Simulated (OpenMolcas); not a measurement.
Fe⁴⁺: CASPT2 settings compared

```yaml
Program: OpenMolcas
Basis: ANO-R1 [5s4p2d1f]
Scalar_Hamiltonian: X2C, finite nucleus
Active_space: 4 electrons in 5 orbitals (3d)
State_averaging: 2S+1 = 5 even, 5 roots; 2S+1 = 3 even, 45 roots; 2S+1 = 1 even, 35 roots
Spin-orbit_coupling: state interaction with AMFI integrals over the reference wave functions, term energies averaged over their components
```

Methods on the same reference wave functions:
A. CASSCF
B. SS-CASPT2, IPEA 0.15 Eh, imaginary shift 0.05 Eh (closed shells correlated: 2s 2p 3s 3p)
C. SS-CASPT2, IPEA 0.4 Eh, imaginary shift 0.5 Eh (closed shells correlated: 3s 3p)
D. MS-CASPT2, IPEA 0.4 Eh, imaginary shift 0.5 Eh (closed shells correlated: 3s 3p)
E. XMS-CASPT2, IPEA 0.2 Eh, imaginary shift 0.2 Eh (closed shells correlated: 3s 3p)

Energies in cm⁻¹ above 3d⁴ ⁵D₀, the measured ground level; measured values from Corliss and Sugar, J. Phys. Chem. Ref. Data 11, 135 (1982).

| Level | A | B | C | D | E | Measured |
| --- | --- | --- | --- | --- | --- | --- |
| 3d⁴ ⁵D₀ | 0.0 | 0.0 | 0.0 | 0.0 | 0.0 | 0.0 |
| 3d⁴ ⁵D₁ | 150 | 153 | 153 | 153 | 152 | 142 |
| 3d⁴ ⁵D₂ | 443 | 448 | 448 | 448 | 447 | 417 |
| 3d⁴ ⁵D₃ | 864 | 871 | 870 | 870 | 869 | 803 |
| 3d⁴ ⁵D₄ | 1397 | 1402 | 1402 | 1402 | 1402 | 1283 |
| 3d⁴ ³H₄ | 27186 | 26590 | 26760 | 26760 | 27340 | 24932 |
| 3d⁴ ³H₅ | 27500 | 26920 | 27090 | 27090 | 27680 | 25226 |
| 3d⁴ ³H₆ | 27848 | 27300 | 27460 | 27460 | 28040 | 25528 |
| 3d⁴ ³P₀(1) | 29051 | 24800 | 25350 | 25320 | 25920 | 24055 |
| 3d⁴ ³P₁(1) | 29939 | 25710 | 26270 | 26240 | 26850 | 24973 |
| 3d⁴ ³F₂(1) | 31317 | 27990 | 28490 | 28480 | 29040 | 26761 |
| 3d⁴ ³F₃(1) | 31394 | 28090 | 28590 | 28580 | 29140 | 26842 |
| 3d⁴ ³P₂(1) | 31498 | 27270 | 27820 | 27810 | 28410 | 26468 |
| 3d⁴ ³F₄(1) | 31556 | 28260 | 28750 | 28760 | 29310 | 26974 |
| 3d⁴ ³G₃ | 34295 | 31600 | 31920 | 31920 | 32460 | 29817 |
| 3d⁴ ³G₄ | 34673 | 31980 | 32300 | 32310 | 32850 | 30147 |
| 3d⁴ ³G₅ | 34960 | 32310 | 32620 | 32630 | 33170 | 30430 |
| 3d⁴ ¹I₆ | 40899 | 40530 | 40450 | 40450 | 41020 | 37512 |
| 3d⁴ ¹G₄ | 43203 | 38900 | 39160 | 39160 | 39420 | 36586 |
| 3d⁴ ³D₃ | 44220 | 38570 | 39170 | 39170 | 39570 | 36630 |
| 3d⁴ ³D₂ | 44343 | 38710 | 39310 | 39300 | 39710 | 36758 |
| 3d⁴ ³D₁ | 44481 | 38840 | 39430 | 39430 | 39830 | 36925 |
| 3d⁴ ¹S₀ | 50118 | 41090 | 41930 | 41930 | 42330 | 39633 |
| 3d⁴ ¹D₂ | 53537 | 49590 | 49800 | 49800 | 50190 | 46291 |

Deviations, from unrounded energies. A percentage is the sum of absolute deviations over the sum of measured energies, with the sign that they share, or ± where signs differ.

```csv
Against measurement,Levels,A,B,C,D,E
mean absolute deviation (cm-1),23,4300,1400,1800,1800,2200
fine structure of the ground term (%),4,+7.9,+8.7,+8.5,+8.6,+8.5
other terms of the ground configuration (%),19,+16.8,+5.5,+6.8,+6.8,+8.4
```

B lies closest to measurement on these levels and A furthest from it. The largest miss of B in the table is 3d⁴ ¹D₂, by +3300 cm-1. The ranking rests on the paired levels alone, and a cruder setting can come out closer through cancelling errors.

Among B to E the level of the table that moves most is 3d⁴ ¹S₀, by 1200 cm-1 (lowest in B, highest in E). Moves below CASPT2's spread within the term are not significant.

The mean deviations of B to E differ by less than CASPT2's widest spread within a term (1400 cm-1), so their order carries little weight.

From A to B the spin-free energies of the other terms of 3d⁴ shown, above ⁵D, scale by factors of 0.82 to 0.99.

The lowest spin-free term lies below A's lowest term by 0.267 hartree in B, 0.241 hartree in C, 0.241 hartree in D, 0.251 hartree in E.

CASPT2 breaks the degeneracy within a term, and the mean is taken; among the terms shown or strongly mixed into the levels shown the widest spread is 1400 cm-1 (3d⁴ ¹I, D). The basis is small and was not contracted for so high a charge. The CASPT2 spread within a term exceeds the gap to the next term for 3d⁴ ³D and 3d⁴ ¹G, so the order of their levels is uncertain (figures for B; the like holds for D, E). Without dynamic correlation excited terms often stand tens of per cent too high (terms of higher spin than the ground term too low), and those without a measured partner can miss by more than the paired ones (holds for A). Measured partners are found by configuration, term and J. A level has none where our copy of the source lacks it or the pairing is in doubt (some pairs that miss far off the trend of their configuration count as doubtful), and it then counts in no deviation. Levels of configurations outside the active space are missing. Levels that lie high or do not pair safely by name in every column are left out.

A number in round brackets counts repeated terms of one configuration in the order of the reference energies.
